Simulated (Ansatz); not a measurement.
Two isomers of CH5F2NOSi: A = `NC(F)O[SiH2]F`, B = `OC(F)(F)N[SiH3]`.

Isolated molecules relaxed with PBE0-D4/def2-TZVP in Ansatz; ΔE leaves out vibrations. CBS: MP2 limit from def2 TZ/QZ plus the TZ coupled-cluster correction, frozen cores. Functionals use def2-TZVPP. B3LYP here is the variant with VWN-RPA as its local correlation; programs differ in this. One conformer a species, not always the lowest.

Q: Which is lower in electronic energy at CCSD(T)/CBS, and by how much? (Best estimate.)

A: The calculation gave: A, by 216.9 kJ/mol.

Q: Give E(B) − E(A) in kJ/mol with MP2/def2-TZVPP, CCSD(T)/def2-TZVPP, PBE-D4, B2PLYP, B3LYP-D4, r2SCAN-D4, ωB97M-V. (Estimate.)

A: The calculation gave: MP2/def2-TZVPP 218.4, CCSD(T)/def2-TZVPP 209.8, PBE-D4 194.5, B2PLYP 216.2, B3LYP-D4 211.2, r2SCAN-D4 203.3, ωB97M-V 203.8. None reverses the order clearly.

Largest T1 diagnostic: 0.012.
